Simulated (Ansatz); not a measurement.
Molecular dynamics of BrCl3H3O2Ta

input.yaml

```yaml
crystal:
  periodic: [false, false, false]
  atoms:
    - { symbol: Ta, position_ang: [-0.023536, -0.120115, -0.176197] }
    - { symbol: O, position_ang: [2.00392, -0.051044, -0.146226] }
    - { symbol: H, position_ang: [2.427031, 0.034807, 0.732357] }
    - { symbol: Cl, position_ang: [0.210808, -0.696, 2.126189] }
    - { symbol: Cl, position_ang: [0.151608, 0.208207, -2.479759] }
    - { symbol: O, position_ang: [-0.606439, 1.61297, 0.227388] }
    - { symbol: H, position_ang: [-1.089743, 2.011293, 0.974136] }
    - { symbol: Cl, position_ang: [-2.011679, -1.321235, -0.307272] }
    - { symbol: Br, position_ang: [1.304964, -2.821579, -0.782342] }
    - { symbol: H, position_ang: [2.095064, -1.516404, -0.533072] }
basis:
  gaussian: { orbitals: def2-SVP }
hamiltonian:
  xc: pbe
md:
  timestep: 0.5
  n_steps: 200
  ensemble: nve
  temperature: 300.0
  initial_velocities: maxwell_boltzmann
  seed: 8110
```

Launched with:

```bash
$ ansatz run input.yaml --threads 4 --pin off --max-ram 5120MiB --backend cpu --events-out ev --progress --plain --runs-dir out
```

It starts at the highest image of a converged band, a first-order saddle point between two minima.

Output, in part (one step line in 7, the closing report, with atoms numbered from 0):

```
md step     0: t =     0.00 fs  T =   300.0 K  F+E_penalty+E_count = -113264.36084201 eV  E_kin = 0.310224 eV  conserved = -113264.05061801 eV  (33 SCF iters)
md step     7: t =     3.50 fs  T =   251.7 K  F+E_penalty+E_count = -113264.30968405 eV  E_kin = 0.260246 eV  conserved = -113264.04943850 eV  (33 SCF iters)
md step    14: t =     7.00 fs  T =   196.8 K  F+E_penalty+E_count = -113264.25198418 eV  E_kin = 0.203459 eV  conserved = -113264.04852483 eV  (33 SCF iters)
md step    21: t =    10.50 fs  T =   179.3 K  F+E_penalty+E_count = -113264.23447898 eV  E_kin = 0.185426 eV  conserved = -113264.04905255 eV  (34 SCF iters)
md step    28: t =    14.00 fs  T =   211.4 K  F+E_penalty+E_count = -113264.26905866 eV  E_kin = 0.218554 eV  conserved = -113264.05050440 eV  (34 SCF iters)
md step    35: t =    17.50 fs  T =   221.1 K  F+E_penalty+E_count = -113264.27914806 eV  E_kin = 0.228611 eV  conserved = -113264.05053669 eV  (33 SCF iters)
md step    42: t =    21.00 fs  T =   196.9 K  F+E_penalty+E_count = -113264.25269320 eV  E_kin = 0.203571 eV  conserved = -113264.04912240 eV  (33 SCF iters)
md step    49: t =    24.50 fs  T =   211.1 K  F+E_penalty+E_count = -113264.26703578 eV  E_kin = 0.218314 eV  conserved = -113264.04872190 eV  (34 SCF iters)
md step    56: t =    28.00 fs  T =   202.9 K  F+E_penalty+E_count = -113264.25894936 eV  E_kin = 0.209771 eV  conserved = -113264.04917791 eV  (33 SCF iters)
md step    63: t =    31.50 fs  T =   295.9 K  F+E_penalty+E_count = -113264.35699566 eV  E_kin = 0.305938 eV  conserved = -113264.05105769 eV  (34 SCF iters)
md step    70: t =    35.00 fs  T =   218.7 K  F+E_penalty+E_count = -113264.27627566 eV  E_kin = 0.226202 eV  conserved = -113264.05007341 eV  (34 SCF iters)
md step    77: t =    38.50 fs  T =   254.9 K  F+E_penalty+E_count = -113264.31267632 eV  E_kin = 0.263590 eV  conserved = -113264.04908654 eV  (33 SCF iters)
md step    84: t =    42.00 fs  T =   285.4 K  F+E_penalty+E_count = -113264.34407857 eV  E_kin = 0.295172 eV  conserved = -113264.04890682 eV  (34 SCF iters)
md step    91: t =    45.50 fs  T =   366.4 K  F+E_penalty+E_count = -113264.42926102 eV  E_kin = 0.378916 eV  conserved = -113264.05034500 eV  (34 SCF iters)
md step    98: t =    49.00 fs  T =   332.0 K  F+E_penalty+E_count = -113264.39355771 eV  E_kin = 0.343286 eV  conserved = -113264.05027121 eV  (33 SCF iters)
md step   105: t =    52.50 fs  T =   333.0 K  F+E_penalty+E_count = -113264.39438352 eV  E_kin = 0.344364 eV  conserved = -113264.05001991 eV  (33 SCF iters)
md step   112: t =    56.00 fs  T =   300.8 K  F+E_penalty+E_count = -113264.36054645 eV  E_kin = 0.311019 eV  conserved = -113264.04952714 eV  (33 SCF iters)
md step   119: t =    59.50 fs  T =   351.8 K  F+E_penalty+E_count = -113264.41388047 eV  E_kin = 0.363777 eV  conserved = -113264.05010312 eV  (32 SCF iters)
md step   126: t =    63.00 fs  T =   327.6 K  F+E_penalty+E_count = -113264.38813820 eV  E_kin = 0.338718 eV  conserved = -113264.04942005 eV  (34 SCF iters)
md step   133: t =    66.50 fs  T =   455.7 K  F+E_penalty+E_count = -113264.52259965 eV  E_kin = 0.471259 eV  conserved = -113264.05134074 eV  (33 SCF iters)
md step   140: t =    70.00 fs  T =   424.9 K  F+E_penalty+E_count = -113264.48934633 eV  E_kin = 0.439429 eV  conserved = -113264.04991726 eV  (33 SCF iters)
md step   147: t =    73.50 fs  T =   458.1 K  F+E_penalty+E_count = -113264.52272687 eV  E_kin = 0.473743 eV  conserved = -113264.04898354 eV  (33 SCF iters)
md step   154: t =    77.00 fs  T =   590.8 K  F+E_penalty+E_count = -113264.66146076 eV  E_kin = 0.610897 eV  conserved = -113264.05056340 eV  (33 SCF iters)
md step   161: t =    80.50 fs  T =   584.9 K  F+E_penalty+E_count = -113264.65458822 eV  E_kin = 0.604881 eV  conserved = -113264.04970698 eV  (33 SCF iters)
md step   168: t =    84.00 fs  T =   636.7 K  F+E_penalty+E_count = -113264.70816203 eV  E_kin = 0.658428 eV  conserved = -113264.04973409 eV  (33 SCF iters)
md step   175: t =    87.50 fs  T =   763.9 K  F+E_penalty+E_count = -113264.84185520 eV  E_kin = 0.789973 eV  conserved = -113264.05188212 eV  (33 SCF iters)
md step   182: t =    91.00 fs  T =   711.7 K  F+E_penalty+E_count = -113264.78615894 eV  E_kin = 0.735924 eV  conserved = -113264.05023526 eV  (34 SCF iters)
md step   189: t =    94.50 fs  T =   688.2 K  F+E_penalty+E_count = -113264.76029467 eV  E_kin = 0.711618 eV  conserved = -113264.04867668 eV  (34 SCF iters)
md step   196: t =    98.00 fs  T =   826.1 K  F+E_penalty+E_count = -113264.90625944 eV  E_kin = 0.854290 eV  conserved = -113264.05196963 eV  (32 SCF iters)
md step   200: t =   100.00 fs  T =   694.3 K  F+E_penalty+E_count = -113264.76564154 eV  E_kin = 0.717936 eV  conserved = -113264.04770554 eV  (33 SCF iters)
Total energy: -113264.76570613 eV, -4162.4033660845 hartree
Atom 0 at    -0.056864    -0.325346    -0.208264 Å, force    -0.791074    -0.831115    -0.797395 eV/Å
Atom 1 at     2.269087     0.314821    -0.111070 Å, force    -1.248893     2.508355     0.694061 eV/Å
Atom 2 at     2.475374     0.212968     0.831195 Å, force     0.005936     0.389592     0.850832 eV/Å
Atom 3 at     0.515104    -0.630838     2.102894 Å, force    -0.142827    -0.062144     0.036697 eV/Å
Atom 4 at     0.260496     0.281775    -2.448529 Å, force     0.034452    -0.093885     0.167808 eV/Å
Atom 5 at    -0.435600     1.460882     0.232703 Å, force     0.634119     1.446137     1.800124 eV/Å
Atom 6 at    -0.172419     2.065014     1.014441 Å, force    -0.583931    -1.088055    -1.530836 eV/Å
Atom 7 at    -2.296411    -1.088851    -0.419990 Å, force     1.177227     0.259750     0.249548 eV/Å
Atom 8 at     1.218168    -2.579739    -0.674893 Å, force    -0.321868     0.418741     0.164355 eV/Å
Atom 9 at     2.554671    -0.522114    -0.390623 Å, force     1.236858    -2.947377    -1.635194 eV/Å
Dipole moment:     0.443718     0.575834     0.444218 e Å
```

All steps were run. The conserved energy stayed within 0.3 meV per atom of its start (net change 0.29 meV per atom), so the integration is sound. The kinetic energy rose, since the run started high on the potential surface and went downhill. A run of 0.1 ps of so small a system gives no equilibrium averages. The orbitals stay closed-shell, which can raise the energy where a bond breaks towards radicals; this wasn't checked here.

Between its relaxed ends the band would form Ta1–Br9, O2–H10 and break Br9–H10. These pairs go: Ta1–Br9 3.07 → 2.63 Å, O2–H10 1.52 → 0.93 Å, Br9–H10 1.55 → 2.47 Å. In the last frame they stand as after the step (other bonds may differ from the relaxed reactants and products). It ends as one piece, BrCl3H3O2Ta. Pairs count as bonded within 1.25 times the sum of covalent radii (0.12 Å more for H–H).

Last frame:

```xyz
10
Properties=species:S:1:pos:R:3
Ta -0.057 -0.325 -0.208
O 2.269 0.315 -0.111
H 2.475 0.213 0.831
Cl 0.515 -0.631 2.103
Cl 0.261 0.282 -2.449
O -0.436 1.461 0.233
H -0.172 2.065 1.014
Cl -2.296 -1.089 -0.420
Br 1.218 -2.580 -0.675
H 2.555 -0.522 -0.391
```

The run took 9.6 min on 4 threads of Intel(R) Xeon(R) Platinum 8259CL CPU @ 2.50GHz (Skylake/Cascade Lake) (shared host), peak memory 0.31 GiB.
